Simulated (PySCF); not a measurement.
Radial density of As (arsenic, neutral)

r2SCAN0, [Ar] 3d10 4s2 4p2 5s1, high-spin 4P determinant (an excited configuration). Computed with PySCF 2.14 in aug-cc-pwCVDZ-PP with ECP10MDF, with scalar relativity through the core potential. This is the valence pseudo-density: the core potential removes the inner electrons and smooths the orbitals near the nucleus.

```json
{"r (bohr)": "0.000667", "4πr²ρ (e/bohr)": "1.177e-05", "4πr²(ρα − ρβ)": "0.0000"}
{"r (bohr)": "0.00112", "4πr²ρ (e/bohr)": "3.326e-05", "4πr²(ρα − ρβ)": "0.0000"}
{"r (bohr)": "0.00189", "4πr²ρ (e/bohr)": "9.369e-05", "4πr²(ρα − ρβ)": "0.0000"}
{"r (bohr)": "0.00317", "4πr²ρ (e/bohr)": "0.0002619", "4πr²(ρα − ρβ)": "0.0000"}
{"r (bohr)": "0.00534", "4πr²ρ (e/bohr)": "0.0007170", "4πr²(ρα − ρβ)": "0.0000"}
{"r (bohr)": "0.00898", "4πr²ρ (e/bohr)": "0.001856", "4πr²(ρα − ρβ)": "0.0000"}
{"r (bohr)": "0.0151", "4πr²ρ (e/bohr)": "0.004217", "4πr²(ρα − ρβ)": "0.0000"}
{"r (bohr)": "0.0254", "4πr²ρ (e/bohr)": "0.007972", "4πr²(ρα − ρβ)": "0.0001"}
{"r (bohr)": "0.0427", "4πr²ρ (e/bohr)": "0.01781", "4πr²(ρα − ρβ)": "0.0001"}
{"r (bohr)": "0.0719", "4πr²ρ (e/bohr)": "0.1039", "4πr²(ρα − ρβ)": "0.0000"}
{"r (bohr)": "0.121", "4πr²ρ (e/bohr)": "0.9142", "4πr²(ρα − ρβ)": "-0.0009"}
{"r (bohr)": "0.203", "4πr²ρ (e/bohr)": "5.564", "4πr²(ρα − ρβ)": "0.0056"}
{"r (bohr)": "0.342", "4πr²ρ (e/bohr)": "21.15", "4πr²(ρα − ρβ)": "0.1097"}
{"r (bohr)": "0.575", "4πr²ρ (e/bohr)": "28.94", "4πr²(ρα − ρβ)": "0.0888"}
{"r (bohr)": "0.968", "4πr²ρ (e/bohr)": "9.352", "4πr²(ρα − ρβ)": "0.1341"}
{"r (bohr)": "1.63", "4πr²ρ (e/bohr)": "2.924", "4πr²(ρα − ρβ)": "0.9653"}
{"r (bohr)": "2.74", "4πr²ρ (e/bohr)": "1.098", "4πr²(ρα − ρβ)": "0.6774"}
{"r (bohr)": "4.61", "4πr²ρ (e/bohr)": "0.3571", "4πr²(ρα − ρβ)": "0.3432"}
{"r (bohr)": "7.75", "4πr²ρ (e/bohr)": "0.06904", "4πr²(ρα − ρβ)": "0.0690"}
{"r (bohr)": "13.0", "4πr²ρ (e/bohr)": "5.902e-05", "4πr²(ρα − ρβ)": "0.0001"}
```

Energies and moments cover only the electrons outside the core potential. The outer electron is Rydberg-like, and this basis confines it to a smaller radius and binds it less than a complete one would.
